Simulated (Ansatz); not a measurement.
Input for Ansatz (a quantum-chemistry and plane-wave program): R-CAM-B3LYP/def2-TZVPPD on N2 (SMILES N#N) with ghost functions. Files ending in .json are basis or fitting sets from the Basis Set Exchange.

Ansatz 0.2 input:
```yaml
crystal:
  periodic: [false, false, false]
  atoms:
    - {symbol: N, position_ang: [-0.12964581, -0.07643771, 3.27836890]}
    - {symbol: N, position_ang: [-0.11346539, -0.01472681, 4.36677019]}
basis:
  gaussian:
    orbitals: def2-TZVPPD.json
    ghost_atoms:
      - {symbol: Cl, position_ang: [-0.17970881, -0.27930657, -0.32260938]}
      - {symbol: H, position_ang: [-0.16222086, -0.20766951, 0.95905293]}
hamiltonian:
  xc: {name: CAM-B3LYP}
scf: {lower_state_search: off}
```

The head of its log:

```
WARN ansatz: RAYON_NUM_THREADS=2 ignored (pool sized by the plan → 2); use --threads N
Functional definition: CAM-B3LYP
these checks for a lower state are left out or cut short: stability, starts, cluster_reference, orbital_swaps, neighbouring_geometries, increment
integrals: 0.05 GiB planned
733 factors; their error is unknown
integrals: 0.09 GiB planned
184 factors; integrals over basis functions are off by at most 6.1e-5 eV
mean field: 0.44 GiB planned
mean field evaluation 1: about -2979.7440 eV, gradient 2.0e1 eV
mean field evaluation 2: about -2980.2454 eV, gradient 1.1e1 eV
```

Predict the final total energy.

-109.5300 hartree.
